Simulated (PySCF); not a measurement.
## Excitation energy of Ag by level of theory

Ag [Kr] 4d10 5s1 (2S) → Ag [Kr] 4d10 5p1 (2P), as a difference of total energies. Computed with PySCF 2.14 in aug-cc-pwCVDZ-PP with ECP28MDF, with a scalar-relativistic core potential. Correlated levels: valence: 4s2 4p6 frozen. The calculations carry no spin-orbit coupling.

```json
{"method": "UHF", "excitation energy (eV)": "3.071", "error (eV)": "-0.669"}
{"method": "MP2 (valence)", "excitation energy (eV)": "3.742", "error (eV)": "+0.002"}
{"method": "SCS-MP2 (valence)", "excitation energy (eV)": "3.662", "error (eV)": "-0.078"}
{"method": "CCSD (valence)", "excitation energy (eV)": "3.615", "error (eV)": "-0.125"}
{"method": "CCSD(T) (valence)", "excitation energy (eV)": "3.653", "error (eV)": "-0.087"}
```

Reference: 3.740 eV (measured; NIST levels, between the centres of gravity of the two terms).

Errors of the correlated levels include the incompleteness of this basis and the frozen core.
